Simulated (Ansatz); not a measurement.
C₂H₈N (SMILES C[NH2+]C), charge +1, singlet, geometry from GFN2-xTB. Base run: CCSD(T)/def2-SVP in Ansatz (a first-principles code).

Input for Ansatz:
Ansatz 0.2 input:
```yaml
crystal:
  periodic: [false, false, false]
  atoms:
    - {symbol: C, position_ang: [1.13626145, 0.51800927, -0.17136574]}
    - {symbol: N, position_ang: [0.11223500, -0.53475827, -0.00839106]}
    - {symbol: C, position_ang: [-1.24753940, 0.01218899, 0.17968525]}
    - {symbol: H, position_ang: [2.12079925, 0.07512594, -0.30685866]}
    - {symbol: H, position_ang: [0.90342083, 1.13036038, -1.04048709]}
    - {symbol: H, position_ang: [1.15583745, 1.15586555, 0.71028992]}
    - {symbol: H, position_ang: [0.35547925, -1.11851683, 0.80222890]}
    - {symbol: H, position_ang: [0.11904322, -1.14240726, -0.83770577]}
    - {symbol: H, position_ang: [-1.97014570, -0.79293439, 0.29559530]}
    - {symbol: H, position_ang: [-1.27499751, 0.64006506, 1.06826740]}
    - {symbol: H, position_ang: [-1.52741413, 0.61455989, -0.68250961]}
basis:
  gaussian:
    orbitals: def2-SVP
total_charge: 1
magnetization: {spin_polarized: false}
correlation: {method: ccsd_t}
```

Each row names what was changed in the base input (with any setting that the change needs).

```json
[
 {"change": "base", "ΔE vs base (kcal/mol)": "0.000", "MP2 correlation (Eh)": "-0.46396", "CC correlation without the perturbative part (Eh)": "-0.51026", "basis functions": "82"},
 {"change": "method = bccd", "ΔE vs base (kcal/mol)": "8.24", "MP2 correlation (Eh)": "-0.46396", "CC correlation without the perturbative part (Eh)": "-0.50987", "basis functions": "82"},
 {"change": "fitting = cc-pVTZ-JKFIT (mean field), cc-pVTZ-RIFIT (correlation)", "ΔE vs base (kcal/mol)": "0.021", "MP2 correlation (Eh)": "-0.46392", "CC correlation without the perturbative part (Eh)": "-0.51024", "basis functions": "82"},
 {"change": "diis_vectors = 2", "ΔE vs base (kcal/mol)": "0.000", "MP2 correlation (Eh)": "-0.46396", "CC correlation without the perturbative part (Eh)": "-0.51026", "basis functions": "82"},
 {"change": "method = ccsd", "ΔE vs base (kcal/mol)": "8.00", "MP2 correlation (Eh)": "-0.46396", "CC correlation without the perturbative part (Eh)": "-0.51026", "basis functions": "82"},
 {"change": "accuracy = high", "ΔE vs base (kcal/mol)": "0.000", "MP2 correlation (Eh)": "-0.46397", "CC correlation without the perturbative part (Eh)": "-0.51026", "basis functions": "82"},
 {"change": "reference functional = pbe0", "ΔE vs base (kcal/mol)": "0.625", "MP2 correlation (Eh)": "-", "CC correlation without the perturbative part (Eh)": "-0.51966", "basis functions": "82"},
 {"change": "method = mp2", "ΔE vs base (kcal/mol)": "37.05", "MP2 correlation (Eh)": "-0.46396", "CC correlation without the perturbative part (Eh)": "-", "basis functions": "82"},
 {"change": "method = rpa", "ΔE vs base (kcal/mol)": "-28.56", "MP2 correlation (Eh)": "-", "CC correlation without the perturbative part (Eh)": "-", "basis functions": "82"},
 {"change": "electrons = all", "ΔE vs base (kcal/mol)": "-5.76", "MP2 correlation (Eh)": "-0.47361", "CC correlation without the perturbative part (Eh)": "-0.51930", "basis functions": "82"}
]
```
